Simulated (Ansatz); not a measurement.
Total energies of BeMeBr (CH3BeBr) from Ansatz at CCSD(T)/def2-TZVPD, gas phase (1 Eh = 27.2114 eV = 2625.5 kJ/mol). The reference geometry is relaxed at PBE0-D4/def2-TZVP.

```
                 state   geometry  energy (Eh)
      charge 0 singlet  reference  -2627.32711
     charge -1 doublet  reference  -2627.30201
free Be atom (singlet)          –    -14.64929
 free C atom (triplet)          –    -37.78136
 free H atom (doublet)          –     -0.49981
free Br atom (doublet)          –  -2572.66318
```

Correlated methods freeze 10 core orbitals; core or outer-core shells of Br are correlated, in sets that lack core-valence functions.

Q: Work out the vertical electron affinity, to the doublet.

A: E(charge 0 singlet) − E(charge -1 doublet) = -2627.32711 − (-2627.30201) = -0.02510 Eh = -0.68 eV; negative, so the extra electron isn't bound.

Q: What is the binding energy per atom against free atoms?

A: Atoms: 1 × (-14.64929) + 1 × (-37.78136) + 3 × (-0.49981) + 1 × (-2572.66318) = -2626.59326 Eh. Binding: -2626.59326 − (-2627.32711) = 0.73385 Eh = 19.97 eV, or 3.33 eV for each of 6 atoms (no zero-point energy, no counterpoise term).

At CCSD(T)/def2-TZVPD the highest occupied level of the charge -1 doublet lies above zero (up to 1.06 eV). By energy differences it is unbound by 0.68 eV (vertical, against the charge 0 singlet, at CCSD(T)/def2-TZVPD) and held by the finite basis.
